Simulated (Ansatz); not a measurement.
CH₈FNOSi₂ (`CN([SiH2]O)[SiH2]F`). The species carries charge 0 and has multiplicity 1.

```xyz
14

C     1.524   -0.287    0.344
N     0.080   -0.033    0.292
Si   -0.427    1.381   -0.562
O    -0.041    1.360   -2.161
Si   -0.975   -1.220    0.918
F    -1.124   -2.477   -0.069
H     2.072    0.646    0.502
H     1.894   -0.743   -0.578
H     1.767   -0.956    1.174
H     0.315    2.553   -0.046
H    -1.892    1.485   -0.354
H    -0.465    0.701   -2.713
H    -0.403   -1.767    2.171
H    -2.325   -0.642    1.082
```

Q: What are the harmonic wavenumbers in cm⁻¹ at PBE0-D4/def2-TZVP (Ansatz, finite differences of forces, unscaled)? (Estimate.)

A: Ansatz gave: 48, 64, 112, 129, 210, 229, 268, 330, 380, 576, 610, 689, 766, 786, 844, 858, 906, 909, 937, 950, 961, 976, 1138, 1143, 1220, 1461, 1490, 1505, 2234, 2248, 2255, 2275, 3031, 3099, 3108, 3917.

Q: Is this a minimum?

A: Yes, all 36 modes are real.

Q: Give the ideal-gas thermochemistry at 298.15 K and 1 bar (rigid rotor, harmonic oscillator; point group C1, symmetry number 1).

A: Zero-point energy 255.2 kJ/mol; H(298) − E = 281.8 kJ/mol; entropy 397.5 J/(mol·K), of which translation 169.1, rotation 118.8, vibration 109.6; G(298) − E = 163.3 kJ/mol. Modes under 100 cm⁻¹ are hindered rotations or soft bends, so the harmonic entropy is rough.
